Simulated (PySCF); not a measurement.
Isomers of C5H10FNSi, mass 131.057 u with the commonest isotopes. Level of theory: PBE0/def2-SVPD in PySCF (dipole) on a GFN2-xTB geometry, gas phase. One conformer each, none proved a minimum here; rigid rotors.

Question: Order these by out-of-plane moment Σ m c² = (Ia + Ib − Ic)/2, smallest first.
A. `[NH2:1][SiH2:2][C@@H:3]1[CH:4]=[CH:5][CH2:6][C@H:7]1[F:8]` with H–N1–Si2–C3 177° and -43°, N1–Si2–C3–C4 -61°, Si2–C3–C4–C5 -109°, C4–C5–C6–C7 -9°, C5–C6–C7–F8 -103°, Si2–C3–C7–C6 104°
B. `[NH2:1][SiH2:2][C@H:3]1[CH2:4][CH2:5][CH:6]=[C:7]1[F:8]` with H–N1–Si2–C3 40° and -179°, N1–Si2–C3–C4 178°, Si2–C3–C4–C5 99°, C3–C4–C5–C6 20°, C4–C5–C6–C7 -12°, Si2–C3–C7–C6 -107°
C. `[NH2:1][SiH2:2][C@@H:3]1[CH2:4][CH:5]=[CH:6][C@@H:7]1[F:8]` with H–N1–Si2–C3 -55° and 171°, N1–Si2–C3–C4 180°

Answer: C (27.47 u·Å²), B (31.78 u·Å²), A (49.15 u·Å²).

Question: Order these by rotational constant B, smallest first.
A. `[NH2:1][SiH2:2][C@@H:3]1[CH2:4][CH:5]=[CH:6][C@@H:7]1[F:8]` with H–N1–Si2–C3 -55° and 171°, N1–Si2–C3–C4 180°
B. `[NH2:1][SiH2:2][C@@H:3]1[CH:4]=[CH:5][CH2:6][C@H:7]1[F:8]` with H–N1–Si2–C3 177° and -43°, N1–Si2–C3–C4 -61°, Si2–C3–C4–C5 -109°, C4–C5–C6–C7 -9°, C5–C6–C7–F8 -103°, Si2–C3–C7–C6 104°
C. `[NH2:1][SiH2:2][C@H:3]1[CH2:4][CH2:5][CH:6]=[C:7]1[F:8]` with H–N1–Si2–C3 40° and -179°, N1–Si2–C3–C4 178°, Si2–C3–C4–C5 99°, C3–C4–C5–C6 20°, C4–C5–C6–C7 -12°, Si2–C3–C7–C6 -107°

Answer: B (1133 MHz), A (1310 MHz), C (1408 MHz).

Question: Order these by dipole moment, smallest first.
A. `[NH2:1][SiH2:2][C@@H:3]1[CH:4]=[CH:5][CH2:6][C@H:7]1[F:8]` with H–N1–Si2–C3 177° and -43°, N1–Si2–C3–C4 -61°, Si2–C3–C4–C5 -109°, C4–C5–C6–C7 -9°, C5–C6–C7–F8 -103°, Si2–C3–C7–C6 104°
B. `[NH2:1][SiH2:2][C@@H:3]1[CH2:4][CH:5]=[CH:6][C@@H:7]1[F:8]` with H–N1–Si2–C3 -55° and 171°, N1–Si2–C3–C4 180°
C. `[NH2:1][SiH2:2][C@H:3]1[CH2:4][CH2:5][CH:6]=[C:7]1[F:8]` with H–N1–Si2–C3 40° and -179°, N1–Si2–C3–C4 178°, Si2–C3–C4–C5 99°, C3–C4–C5–C6 20°, C4–C5–C6–C7 -12°, Si2–C3–C7–C6 -107°

Answer: C (0.92 D), B (1.09 D), A (2.08 D).

```csv
SMILES,point group,Ia (u·Å²),Ib (u·Å²),Ic (u·Å²),κ,μa (D),μb (D),μc (D)
N[SiH2][C@H]1CCC=C1F,C1,200.11,358.92,495.47,-0.48,0.25,0.77,0.43
N[SiH2][C@@H]1C=CC[C@H]1F,C1,171.17,446.22,519.08,-0.84,1.96,0.62,0.35
N[SiH2][C@@H]1CC=C[C@@H]1F,C1,164.27,385.65,494.99,-0.72,0.67,0.50,0.70
```
